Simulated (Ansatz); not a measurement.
(1) Predict a relaxed structure of SiEt(OAc)3 (C8H14O6Si), charge 0, singlet, at PBE-D4/def2-SVP (Ansatz).

Answers

(1) 
```xyz
29

Si    0.237    0.227    0.156
C     1.792    1.159    0.553
C     2.122    2.279   -0.446
H     2.599    0.396    0.594
H     1.668    1.559    1.581
H     3.075    2.780   -0.182
H     2.224    1.887   -1.479
H     1.334    3.060   -0.461
O    -1.140    1.214   -0.107
C    -1.555    2.062    0.876
C    -2.816    2.792    0.493
O    -0.956    2.183    1.928
H    -3.089    3.515    1.281
H    -3.636    2.060    0.350
H    -2.677    3.309   -0.477
O    -0.288   -0.888    1.337
C     0.426   -2.038    1.491
C    -0.307   -3.050    2.326
O     1.515   -2.194    0.967
H     0.359   -3.893    2.577
H    -1.168   -3.416    1.730
H    -0.717   -2.580    3.241
O     0.451   -0.485   -1.374
C    -0.182   -1.598   -1.851
C     0.331   -1.971   -3.218
O    -1.034   -2.198   -1.227
H    -0.250   -2.817   -3.622
H     1.401   -2.254   -3.138
H     0.278   -1.100   -3.900
```
 This is one stationary point.
